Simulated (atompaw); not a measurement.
**PBE PAW (atompaw) dataset for zinc (Zn), scalar-relativistic all-electron reference.**

Zn (Z = 30), PAW, made with atompaw 4.2.0.5 (PBE, scalar-relativistic). Core [Ar] 3d10, reference 4s2 4p0. Waves: 4s (bound); 4s channel at -0.05 Ry; 4p (bound, empty); 4p channel at 0.85 Ry; 4d channel at 0.05 Ry. Local part: ultrasoft scheme with l = 3 at 1 Ry, radius 2.35 bohr. Core correction: smooth core density matched at 2.30 bohr. Augmentation charge: besselshape compensation charge, radius 2.05 bohr; PAW radius 2.70 bohr; waves and projectors: bloechl.

What the tests gave:

```json
{"Cutoffs needed": "6 Ry and 6 Ry (the cutoffs (Ry, on a coarse ladder) from which the occupation-weighted sum of valence levels, in a spherical-Bessel basis at the reference potential, stays within 10 and 1 mRy of its value at 400 Ry)", "Ghost test": "no extra level below or beside the all-electron valence levels (s, p, d, f tested) (spherical-Bessel basis up to 400 Ry, 20 bohr box)", "Lowest eigenvalue of the overlap operator": "0.00 (s channel)", "Overlap eigenvalues printed by atompaw (projector basis)": "0.00328, 0.0432, 0.903, 4.1, 38.1", "Share of each valence orbital outside the PAW sphere": "4s 41 %, 4p 78 %"}
```

Generation and tests took about 4.9 s on one core of a shared server CPU.
